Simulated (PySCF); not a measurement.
PySCF input (M06-L/def2-TZVPD):

```python
from pyscf import gto, scf, dft

mol = gto.M(
    atom='''
    B     0.26587793   -0.29169300    0.52924554
    F     0.91071220    0.07456891   -0.64518997
    F    -1.05842216    0.08748276    0.35116467
    ''',
    basis='def2-tzvpd',
    charge=-1,
    spin=0,
    verbose=4,
)

mf = dft.RKS(mol, xc='m06l').density_fit(auxbasis='def2-universal-jkfit')
mf.grids.level = 4
mf.conv_tol = 1e-9
mf.max_cycle = 100
mf.max_memory = 1500
mf.kernel()
if not mf.converged:
    mf = mf.newton()
    mf.kernel(mf.make_rdm1())
mf.analyze()
```

Output:

```
PySCF version 2.14.0

[INPUT] verbose = 4
[INPUT] num. atoms = 3
[INPUT] num. electrons = 24
[INPUT] charge = -1
[INPUT] spin (= nelec alpha-beta = 2S) = 0
[INPUT] symmetry False subgroup None
[INPUT] Mole.unit = angstrom
[INPUT] Symbol           X                Y                Z      unit          X                Y                Z       unit  Magmom
[INPUT]  1 B      0.265877930000  -0.291693000000   0.529245540000 AA    0.502436470266  -0.551219882453   1.000129123248 Bohr   0.0
[INPUT]  2 F      0.910712200000   0.074568910000  -0.645189970000 AA    1.720996636300   0.140914817307  -1.219232341616 Bohr   0.0
[INPUT]  3 F     -1.058422160000   0.087482760000   0.351164670000 AA   -2.000128006571   0.165318457021   0.663605050923 Bohr   0.0

nuclear repulsion = 53.7109850633417
number of shells = 41
number of NR pGTOs = 162
number of NR cGTOs = 117
basis = def2-tzvpd
ecp = {}

******** <class 'pyscf.df.df_jk.DFRKS'> ********
method = DFRKS
initial guess = minao
damping factor = 0
level_shift factor = 0
DIIS = <class 'pyscf.scf.diis.CDIIS'>
diis_start_cycle = 1
diis_space = 8
diis_damp = 0
SCF conv_tol = 1e-09
SCF conv_tol_grad = None
SCF max_cycles = 100
direct_scf = False
XC library pyscf.dft.libxc version 7.1.2
    S. Lehtola, C. Steigemann, M. J. T. Oliveira, and M. A. L. Marques,  SoftwareX 7, 1–5 (2018)
XC functionals = m06l
    Y. Zhao and D. G. Truhlar,  J. Chem. Phys. 125, 194101 (2006)
    Y. Zhao and D. G. Truhlar,  J. Chem. Phys. 125, 194101 (2006)
    Y. Zhao and D. G. Truhlar,  Theor. Chem. Acc. 120, 215 (2008)
radial grids:
    Treutler-Ahlrichs [JCP 102, 346 (1995); DOI:10.1063/1.469408] (M4) radial grids

becke partition: Becke, JCP 88, 2547 (1988); DOI:10.1063/1.454033
pruning grids: <function nwchem_prune>
grids dens level: 4
symmetrized grids: False
atomic radii adjust function: <function treutler_atomic_radii_adjust>
small_rho_cutoff = 0
Set gradient conv threshold to 3.16228e-05
Initial guess from minao.
tot grids = 85776
init E= -224.737264649178
  HOMO = -0.208925592662972  LUMO = -0.0608445371476485  gap/eV = 4.02949
cycle= 1 E= -224.550286045405  delta_E= 0.187  |g|= 0.744  |ddm|= 1.43
  HOMO = 0.134149143423702  LUMO = 0.186246531400929  gap/eV = 1.41764
cycle= 2 E= -224.243115257136  delta_E= 0.307  |g|= 1.46  |ddm|= 16.9
  HOMO = 0.0416296088262484  LUMO = 0.143890630740994  gap/eV = 2.78266
cycle= 3 E= -224.654637999826  delta_E= -0.412  |g|= 0.082  |ddm|= 16.2
  HOMO = 0.0663923439915273  LUMO = 0.17948778184185  gap/eV = 3.07748
cycle= 4 E= -224.657972941484  delta_E= -0.00333  |g|= 0.0463  |ddm|= 0.569
  HOMO = 0.0562663272921142  LUMO = 0.178063306458283  gap/eV = 3.31426
cycle= 5 E= -224.658455091578  delta_E= -0.000482  |g|= 0.0218  |ddm|= 0.173
  HOMO = 0.0596858789768397  LUMO = 0.173725234920365  gap/eV = 3.10317
cycle= 6 E= -224.658568220554  delta_E= -0.000113  |g|= 0.00616  |ddm|= 0.163
  HOMO = 0.0582501263140394  LUMO = 0.175810392484843  gap/eV = 3.19898
cycle= 7 E= -224.658593207408  delta_E= -2.5e-05  |g|= 0.000808  |ddm|= 0.0835
  HOMO = 0.0579962508712342  LUMO = 0.17561630496002  gap/eV = 3.20060
cycle= 8 E= -224.658593442881  delta_E= -2.35e-07  |g|= 0.000252  |ddm|= 0.00731
  HOMO = 0.0579194493669739  LUMO = 0.175523388038078  gap/eV = 3.20017
cycle= 9 E= -224.658593474765  delta_E= -3.19e-08  |g|= 9.5e-05  |ddm|= 0.00206
  HOMO = 0.0579135493444163  LUMO = 0.175526932800279  gap/eV = 3.20042
cycle= 10 E= -224.658593477116  delta_E= -2.35e-09  |g|= 8.55e-05  |ddm|= 0.00042
  HOMO = 0.0579158249927012  LUMO = 0.17553448527985  gap/eV = 3.20057
cycle= 11 E= -224.658593478801  delta_E= -1.69e-09  |g|= 1.74e-05  |ddm|= 0.000384
  HOMO = 0.0579102555556865  LUMO = 0.175529901248532  gap/eV = 3.20059
cycle= 12 E= -224.658593479111  delta_E= -3.09e-10  |g|= 6.3e-06  |ddm|= 0.000427
  HOMO = 0.0579070869891005  LUMO = 0.175530094683267  gap/eV = 3.20069
Extra cycle  E= -224.658593479121  delta_E= -1e-11  |g|= 7.22e-06  |ddm|= 0.000148
converged SCF energy = -224.658593479121
**** SCF Summaries ****
Total Energy =                        -224.658593479120896
Nuclear Repulsion Energy =              53.710985063341695
One-electron Energy =                 -424.427258858828111
Two-electron Energy =                  146.057680316365520
Two-electron Coulomb Energy =          171.209098443317458
DFT Exchange-Correlation Energy =      -25.151418126951945
HOMO-LUMO gap [eV] =                     3.200685067199401
**** MO energy ****
MO #1   energy= -24.2703520335394  occ= 2
MO #2   energy= -24.2703478452283  occ= 2
MO #3   energy= -6.47871819630434  occ= 2
MO #4   energy= -0.965537314455762 occ= 2
MO #5   energy= -0.932781061981739 occ= 2
MO #6   energy= -0.295901813437961 occ= 2
MO #7   energy= -0.235477281925913 occ= 2
MO #8   energy= -0.197449457526507 occ= 2
MO #9   energy= -0.190280596048282 occ= 2
MO #10  energy= -0.153022578831351 occ= 2
MO #11  energy= -0.128764511761911 occ= 2
MO #12  energy= 0.0579070869891005 occ= 2
MO #13  energy= 0.175530094683267  occ= 0
MO #14  energy= 0.184343564271651  occ= 0
MO #15  energy= 0.197328545824739  occ= 0
MO #16  energy= 0.205949855308428  occ= 0
MO #17  energy= 0.257932160787503  occ= 0
MO #18  energy= 0.26069467091406   occ= 0
MO #19  energy= 0.271609541064035  occ= 0
MO #20  energy= 0.286854719218751  occ= 0
MO #21  energy= 0.29719420385248   occ= 0
MO #22  energy= 0.314284218856702  occ= 0
MO #23  energy= 0.3216106648535    occ= 0
MO #24  energy= 0.353990492374944  occ= 0
MO #25  energy= 0.354948051524585  occ= 0
MO #26  energy= 0.371398992655205  occ= 0
MO #27  energy= 0.37460842359101   occ= 0
MO #28  energy= 0.429736478604322  occ= 0
MO #29  energy= 0.430558055725195  occ= 0
MO #30  energy= 0.497016660419494  occ= 0
MO #31  energy= 0.513586586693526  occ= 0
MO #32  energy= 0.562501620368096  occ= 0
MO #33  energy= 0.570104029470465  occ= 0
MO #34  energy= 0.66471245400556   occ= 0
MO #35  energy= 0.71541406404781   occ= 0
MO #36  energy= 0.748598766414247  occ= 0
MO #37  energy= 0.764353451333466  occ= 0
MO #38  energy= 0.77501274372481   occ= 0
MO #39  energy= 0.791954909391204  occ= 0
MO #40  energy= 0.793435556288906  occ= 0
MO #41  energy= 0.801162895815665  occ= 0
MO #42  energy= 0.810475536121346  occ= 0
MO #43  energy= 0.826884953538184  occ= 0
MO #44  energy= 0.83507465105312   occ= 0
MO #45  energy= 0.879349772590281  occ= 0
MO #46  energy= 0.914519448210397  occ= 0
MO #47  energy= 0.932211543497423  occ= 0
MO #48  energy= 1.00885420476594   occ= 0
MO #49  energy= 1.05882492642149   occ= 0
MO #50  energy= 1.07986348422877   occ= 0
MO #51  energy= 1.15427580444035   occ= 0
MO #52  energy= 1.15684779902661   occ= 0
MO #53  energy= 1.17134963038204   occ= 0
MO #54  energy= 1.26092562585453   occ= 0
MO #55  energy= 1.2848785087492    occ= 0
MO #56  energy= 1.30487552491197   occ= 0
MO #57  energy= 1.41144870403191   occ= 0
MO #58  energy= 1.46199973159277   occ= 0
MO #59  energy= 1.68579545909044   occ= 0
MO #60  energy= 1.76702270662747   occ= 0
MO #61  energy= 1.96010090246655   occ= 0
MO #62  energy= 1.97120537024637   occ= 0
MO #63  energy= 1.9790560633694    occ= 0
MO #64  energy= 2.07216151671034   occ= 0
MO #65  energy= 2.11140400369111   occ= 0
MO #66  energy= 2.16859606032379   occ= 0
MO #67  energy= 2.27745205094908   occ= 0
MO #68  energy= 2.27893757652605   occ= 0
MO #69  energy= 2.34769577315452   occ= 0
MO #70  energy= 2.35890323673012   occ= 0
MO #71  energy= 2.47598586116561   occ= 0
MO #72  energy= 2.53534348277104   occ= 0
MO #73  energy= 2.67109625180507   occ= 0
MO #74  energy= 2.68142092859265   occ= 0
MO #75  energy= 2.72693561923286   occ= 0
MO #76  energy= 2.75680163987518   occ= 0
MO #77  energy= 3.034113328455     occ= 0
MO #78  energy= 3.10823145607296   occ= 0
MO #79  energy= 3.12480129383474   occ= 0
MO #80  energy= 3.16442108210407   occ= 0
MO #81  energy= 3.188141461824     occ= 0
MO #82  energy= 3.29593403903033   occ= 0
MO #83  energy= 3.736954699182     occ= 0
MO #84  energy= 3.83304512300256   occ= 0
MO #85  energy= 3.89212173847204   occ= 0
MO #86  energy= 3.95738175069889   occ= 0
MO #87  energy= 4.27018175351963   occ= 0
MO #88  energy= 4.31679714090346   occ= 0
MO #89  energy= 4.97839118404468   occ= 0
MO #90  energy= 5.07436268397497   occ= 0
MO #91  energy= 7.23615650627195   occ= 0
MO #92  energy= 7.24481697150781   occ= 0
MO #93  energy= 7.24637830990897   occ= 0
MO #94  energy= 7.25004183276121   occ= 0
MO #95  energy= 7.25250578382479   occ= 0
MO #96  energy= 7.30323075361267   occ= 0
MO #97  energy= 7.34137478268827   occ= 0
MO #98  energy= 7.41691298863479   occ= 0
MO #99  energy= 7.45816648428811   occ= 0
MO #100 energy= 7.47646748995721   occ= 0
MO #101 energy= 7.48232728396527   occ= 0
MO #102 energy= 7.56985048017859   occ= 0
MO #103 energy= 7.65163590236477   occ= 0
MO #104 energy= 7.67977134977203   occ= 0
MO #105 energy= 8.82659056074343   occ= 0
MO #106 energy= 8.84495041626594   occ= 0
MO #107 energy= 8.86124527571228   occ= 0
MO #108 energy= 8.87619597935031   occ= 0
MO #109 energy= 9.10370930127276   occ= 0
MO #110 energy= 9.13297089256545   occ= 0
MO #111 energy= 9.14674357126441   occ= 0
MO #112 energy= 9.2809714649987    occ= 0
MO #113 energy= 9.31206905845421   occ= 0
MO #114 energy= 9.33050878563538   occ= 0
MO #115 energy= 14.7894985320122   occ= 0
MO #116 energy= 57.9591339281952   occ= 0
MO #117 energy= 58.0455490916342   occ= 0
 ** Mulliken pop on meta-lowdin orthogonal AOs  **
 ** Mulliken pop  **
pop of  0 B 1s            1.99979
pop of  0 B 2s            1.42347
pop of  0 B 3s            0.07572
pop of  0 B 4s            0.01066
pop of  0 B 5s            0.01745
pop of  0 B 6s            0.01324
pop of  0 B 2px           0.48705
pop of  0 B 2py           0.38365
pop of  0 B 2pz           0.68431
pop of  0 B 3px           0.01408
pop of  0 B 3py           0.00458
pop of  0 B 3pz           0.01336
pop of  0 B 4px           0.00339
pop of  0 B 4py           0.00180
pop of  0 B 4pz           0.00640
pop of  0 B 3dxy          0.00322
pop of  0 B 3dyz          0.00271
pop of  0 B 3dz^2         0.00263
pop of  0 B 3dxz          0.00426
pop of  0 B 3dx2-y2       0.00477
pop of  0 B 4dxy          0.00010
pop of  0 B 4dyz          0.00009
pop of  0 B 4dz^2         0.00027
pop of  0 B 4dxz          0.00098
pop of  0 B 4dx2-y2       0.00085
pop of  0 B 5dxy          0.00006
pop of  0 B 5dyz          0.00019
pop of  0 B 5dz^2         0.00069
pop of  0 B 5dxz          0.00463
pop of  0 B 5dx2-y2       0.00322
pop of  0 B 4f-3          0.00019
pop of  0 B 4f-2          0.00009
pop of  0 B 4f-1          0.00009
pop of  0 B 4f+0          0.00019
pop of  0 B 4f+1          0.00032
pop of  0 B 4f+2          0.00027
pop of  0 B 4f+3          0.00023
pop of  1 F 1s            1.99998
pop of  1 F 2s            1.81451
pop of  1 F 3s            0.00430
pop of  1 F 4s            0.00534
pop of  1 F 5s            0.00876
pop of  1 F 6s            0.00646
pop of  1 F 2px           1.89936
pop of  1 F 2py           1.85975
pop of  1 F 2pz           1.78741
pop of  1 F 3px           0.00211
pop of  1 F 3py           0.00114
pop of  1 F 3pz           0.00098
pop of  1 F 4px           0.00100
pop of  1 F 4py           0.00160
pop of  1 F 4pz           0.00429
pop of  1 F 5px           0.00048
pop of  1 F 5py           0.00140
pop of  1 F 5pz           0.00518
pop of  1 F 3dxy          0.00049
pop of  1 F 3dyz          0.00109
pop of  1 F 3dz^2         0.00193
pop of  1 F 3dxz          0.00261
pop of  1 F 3dx2-y2       0.00036
pop of  1 F 4dxy          0.00013
pop of  1 F 4dyz          0.00049
pop of  1 F 4dz^2         0.00089
pop of  1 F 4dxz          0.00121
pop of  1 F 4dx2-y2       0.00017
pop of  1 F 5dxy          0.00006
pop of  1 F 5dyz          0.00033
pop of  1 F 5dz^2         0.00044
pop of  1 F 5dxz          0.00065
pop of  1 F 5dx2-y2       0.00025
pop of  1 F 4f-3          0.00001
pop of  1 F 4f-2          0.00005
pop of  1 F 4f-1          0.00005
pop of  1 F 4f+0          0.00005
pop of  1 F 4f+1          0.00014
pop of  1 F 4f+2          0.00003
pop of  1 F 4f+3          0.00001
pop of  2 F 1s            1.99998
pop of  2 F 2s            1.81452
pop of  2 F 3s            0.00430
pop of  2 F 4s            0.00534
pop of  2 F 5s            0.00876
pop of  2 F 6s            0.00646
pop of  2 F 2px           1.76854
pop of  2 F 2py           1.85880
pop of  2 F 2pz           1.91918
pop of  2 F 3px           0.00083
pop of  2 F 3py           0.00113
pop of  2 F 3pz           0.00228
pop of  2 F 4px           0.00322
pop of  2 F 4py           0.00162
pop of  2 F 4pz           0.00205
pop of  2 F 5px           0.00372
pop of  2 F 5py           0.00142
pop of  2 F 5pz           0.00191
pop of  2 F 3dxy          0.00155
pop of  2 F 3dyz          0.00007
pop of  2 F 3dz^2         0.00118
pop of  2 F 3dxz          0.00083
pop of  2 F 3dx2-y2       0.00283
pop of  2 F 4dxy          0.00059
pop of  2 F 4dyz          0.00007
pop of  2 F 4dz^2         0.00053
pop of  2 F 4dxz          0.00021
pop of  2 F 4dx2-y2       0.00149
pop of  2 F 5dxy          0.00031
pop of  2 F 5dyz          0.00009
pop of  2 F 5dz^2         0.00020
pop of  2 F 5dxz          0.00022
pop of  2 F 5dx2-y2       0.00091
pop of  2 F 4f-3          0.00010
pop of  2 F 4f-2          0.00001
pop of  2 F 4f-1          0.00001
pop of  2 F 4f+0          0.00003
pop of  2 F 4f+1          0.00008
pop of  2 F 4f+2          0.00003
pop of  2 F 4f+3          0.00008
 ** Mulliken atomic charges  **
charge of    0B =     -0.16903
charge of    1F =     -0.41548
charge of    2F =     -0.41549

WARN: System has nonzero charge -1; the dipole moment is origin-dependent.
Location of origin: [0. 0. 0.]

Dipole moment(X, Y, Z, Debye): -1.70552,  1.87118, -3.39507
```
